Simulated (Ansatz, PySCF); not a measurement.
Gas-phase reaction in SMILES: O=CO → O=CO as triplet, charge 0
Geometries: B3LYP-D3(BJ)/def2-TZVP minima from Ansatz (an electronic-structure program), one conformer each, not searched for the lowest. A spin state is the lowest found, not a proven ground state.
Geometry of the first species:
```xyz
5

O     -1.0316    -0.4355    -0.0191
C      0.0042     0.4206     0.0039
O      1.1586     0.1057     0.0179
H     -0.6697    -1.3375    -0.0221
H     -0.3712     1.4518     0.0079
```

Quantity: adiabatic triplet-singlet gap (electronic energy difference), in eV. Valence correlation only, unless marked. UHF or UKS for open shells. Spin-orbit coupling is left out. No relativistic terms. CBS marks a two-point X^-3 extrapolation of the correlation energy; Hartree-Fock from the larger set. [CCSD(T)-MP2]/basis is that difference in the basis named.

RI-MP2/CBS(aug-cc-pVTZ,aug-cc-pVQZ)+[CCSD(T)-MP2]/aug-cc-pVTZ (Ansatz) gives 4.56 eV.

**Question.** Another calculation gave 4.23 eV. Which level was it?
(A) BHLYP/def2-TZVPD (Ansatz)
(B) SVWN5/def2-TZVPD (Ansatz)
(C) M06-2X/def2-TZVPD (PySCF)
(D) PBE0/def2-TZVPD (Ansatz)

**Answer.** D, PBE0/def2-TZVPD (Ansatz). The others give 4.44 (M06-2X), 4.06 (BHLYP), 4.69 (SVWN5) eV.
